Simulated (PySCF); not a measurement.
Correlation energy of I (iodine, neutral)

[Kr] 4d10 5s1 5p6, 2S determinant (an excited configuration). Calculation: PySCF 2.14, in ANO-RCC-VTZP (7s6p4d2f1g, 68 functions); scalar relativity by spin-free X2C-1e. Frozen: [Kr] 4d10; 7 electrons correlated.

MP2 pair energies summed by pair of shells (mhartree):

```tsv
pair	energy	share (%)
5p-5p	-159.38	89.5
5s-5p	-18.65	10.5
```

Total MP2 correlation energy: -178.03 mhartree.

Same-spin part -32.13 and opposite-spin part -145.90 mhartree; SCS-MP2 scales them by 1/3 and 6/5 to -185.79 mhartree.
